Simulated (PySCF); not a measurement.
**Ionisation energy of Pt⁴²⁺ by level of theory**

Pt⁴²⁺ [Kr] → Pt⁴³⁺ [Ar] 3d10 4s2 4p5 [4p1/2^2 4p3/2^3, M_J = 3/2], as a difference of total energies. Computed with PySCF 2.14 in an even-tempered Gaussian basis (16 s from 5.3 bohr⁻², ratio 2.8; 14 p from 6.9 bohr⁻², ratio 2.8; 8 d from 12 bohr⁻², ratio 2.8; 4 f from 33 bohr⁻², ratio 3), with the two-component X2C-1e Hamiltonian. Correlated levels: [Ne] frozen; the 78 highest virtual spinors dropped. "Screened" scales the spin-orbit matrix elements by Boettger's factors to mimic the two-electron term; Breit and QED terms are absent.

```csv
method,ionisation energy (eV)
GHF (spin-free),2201.8
GMP2 (spin-free),2203.2
GHF (screened spin-orbit),2165.2
GMP2 (screened spin-orbit),2166.7
```

Breit and QED terms and the two-electron picture change are absent.

The spin-free rows lack the spin-orbit shift.

For comparison: 2171 ± 4 eV (theoretical estimate listed by NIST; NIST Atomic Spectra Database, ionization energies).
